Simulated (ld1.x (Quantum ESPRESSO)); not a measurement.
Ta (Z = 73): TM pseudisation with PBEsol, scalar-relativistic reference atom.

ld1.x (Quantum ESPRESSO) 7.5 was run on this input:

```
&input
   title='Ta', zed=73., rel=1, dft='PBESOL', iswitch=3,
   config='[Xe] 4f14 5d3 6s0 6p0',
   nld=3, rlderiv=2.15, eminld=-6.0, emaxld=5.0, deld=0.02
 /
 &inputp
   pseudotype=2, tm=.true., lloc=1,
   nlcc=.false.,
   file_pseudopw='Ta.UPF', file_wfcaegen='ae.wfc', file_wfcncgen='nc.wfc', file_beta='beta', file_chi='chi'
 /
3
6S  1  0   0.00   0.00  1.95  1.95  0.0
5D  3  2   3.00   0.00  1.50  1.50  0.0
5P  2  1   6.00   0.00  1.35  1.35  0.0
 &test
   configts(1)='5p6 5d3 6s0 6p0'
 /
```

Command:

```bash
ld1.x < Ta.in > Ta.out
```

Output (shortened: banner, matrices, multipoles, cross overlaps and the repeated all-electron block are left out):

```
Program LD1 v.7.5
     --------------------------- All-electron run ----------------------------

     Ta
     scalar relativistic calculation

     atomic number is 73.00
     dft =PBESOL   lsd =0 sic =0 latt =0  beta=0.20 tr2=1.0E-14
     Exchange-correlation= PBESOL
                           (   1   4  10   8   0   0   0)
     mesh =1273 r(mesh) = 100.43799 a.u. xmin = -7.00 dx = 0.01250
     1 Ry =  13.60569312 eV, c = 137.03599908

     n l     nl                  e(Ry)          e(Ha)          e(eV)
     1 0     1S 1( 2.00)     -4951.0598     -2475.5299    -67362.6001
     2 0     2S 1( 2.00)      -851.6097      -425.8048    -11586.7402
     2 1     2P 1( 6.00)      -746.4792      -373.2396    -10156.3666
     3 0     3S 1( 2.00)      -195.9549       -97.9775     -2666.1024
     3 1     3P 1( 6.00)      -164.6924       -82.3462     -2240.7545
     4 0     4S 1( 2.00)       -40.8400       -20.4200      -555.6571
     4 1     4P 1( 6.00)       -30.5848       -15.2924      -416.1268
     3 2     3D 1(10.00)      -128.2130       -64.1065     -1744.4263
     5 0     5S 1( 2.00)        -6.5110        -3.2555       -88.5863
     5 1     5P 1( 6.00)        -4.0407        -2.0203       -54.9760
     4 2     4D 1(10.00)       -17.4637        -8.7319      -237.6063
     4 3     4F 1(14.00)        -2.9618        -1.4809       -40.2970
     5 2     5D 1( 3.00)        -1.3468        -0.6734       -18.3243
     6 0     6S 1( 0.00)        -1.3503        -0.6751       -18.3712
     6 1     6P 1( 0.00)        -0.9116        -0.4558       -12.4026

     final scf error:  1.8E-15 reached in  29 iterations

     Etot =  -31198.096293 Ry,  -15599.048146 Ha, -424471.724178 eV

     Ekin =   34281.308298 Ry,   17140.654149 Ha,  466420.960561 eV
     Encl =  -76984.926673 Ry,  -38492.463336 Ha,-1047433.287402 eV
     Eh   =   12125.663768 Ry,    6062.831884 Ha,  164978.060140 eV
     Exc  =    -620.141686 Ry,    -310.070843 Ha,   -8437.457477 eV

     normalization and overlap integrals

     s(1S/1S) =  1.000000  <r> =   0.0187  <r2> =    0.0005  r(max) =   0.0116
     s(2S/2S) =  1.000000  <r> =   0.0790  <r2> =    0.0074  r(max) =   0.0670
     s(2P/2P) =  1.000000  <r> =   0.0706  <r2> =    0.0061  r(max) =   0.0549
     s(3S/3S) =  1.000000  <r> =   0.2049  <r2> =    0.0480  r(max) =   0.1891
     s(3P/3P) =  1.000000  <r> =   0.2049  <r2> =    0.0487  r(max) =   0.1868
     s(4S/4S) =  1.000000  <r> =   0.4588  <r2> =    0.2377  r(max) =   0.4315
     s(4P/4P) =  1.000000  <r> =   0.4878  <r2> =    0.2708  r(max) =   0.4480
     s(3D/3D) =  1.000000  <r> =   0.1857  <r2> =    0.0404  r(max) =   0.1510
     s(5S/5S) =  1.000000  <r> =   1.1001  <r2> =    1.3608  r(max) =   0.9847
     s(5P/5P) =  1.000000  <r> =   1.2912  <r2> =    1.8914  r(max) =   1.1298
     s(4D/4D) =  1.000000  <r> =   0.5232  <r2> =    0.3174  r(max) =   0.4593
     s(4F/4F) =  1.000000  <r> =   0.6392  <r2> =    0.5202  r(max) =   0.4424
     s(5D/5D) =  1.000000  <r> =   1.9801  <r2> =    4.6116  r(max) =   1.5443
     s(6S/6S) =  1.000000  <r> =   2.8791  <r2> =    9.2895  r(max) =   2.5460
     s(6P/6P) =  1.000000  <r> =   3.6203  <r2> =   14.7055  r(max) =   3.2286

     ------------------------ End of All-electron run ------------------------

     --------------------- Generating NC pseudopotential ---------------------

      Generating local pot.: lloc=1, matching radius rcloc =   1.3500

      Wfc   6S  rcut= 1.934  Using Troullier-Martins method

      Wfc   5D  rcut= 1.506  Using Troullier-Martins method

     ------------------- End of pseudopotential generation -------------------

     Computing logarithmic derivative in   2.15074
     Computing logarithmic derivative in   2.15074
     Computing the partial wave expansion
     R is outside the sphere for l=    0 j= 0.00
       no projector for channel:   1
     R is outside the sphere for l=    2 j= 0.00

     ---------------------- Testing the pseudopotential ----------------------

     Ta
     scalar relativistic calculation

     atomic number is 73.00   valence charge is 11.00
     dft =PBESOL   lsd =0 sic =0 latt =0  beta=0.20 tr2=1.0E-14
     mesh =1273 r(mesh) = 100.43799 xmin = -7.00 dx = 0.01250

     n l     nl             e AE (Ry)        e PS (Ry)    De AE-PS (Ry)
     2 1     5P   1( 6.00)       -4.04066       -4.04069        0.00004
     3 2     5D   1( 3.00)       -1.34681       -1.34679       -0.00002
     1 0     6S   1( 0.00)       -1.35026       -1.35025       -0.00000
     3 1     6P   1( 0.00)       -0.91157       -0.91448        0.00291

     eps = 3.6E-15  iter = 11

     Etot =  -31198.096293 Ry,  -15599.048146 Ha, -424471.724178 eV
     Etotps =   -74.028911 Ry,     -37.014455 Ha,   -1007.214645 eV

     Ekin =      30.104784 Ry,      15.052392 Ha,     409.596455 eV
     Encl =    -144.049460 Ry,     -72.024730 Ha,   -1959.892753 eV
     Ehrt =      48.438590 Ry,      24.219295 Ha,     659.040591 eV
     Ecxc =      -8.886821 Ry,      -4.443410 Ha,    -120.911354 eV
     Epseu=       0.363996 Ry,       0.181998 Ha,       4.952417 eV

     ---------------------- End of pseudopotential test ----------------------
```

Note: ghost state, extra bound levels that the all-electron valence spectrum of the same l lacks: s at -20.1 eV. A true bound ghost makes a file unfit for plane-wave use.

Generation and configuration tests took about 3.5 s on one core of a shared server CPU.
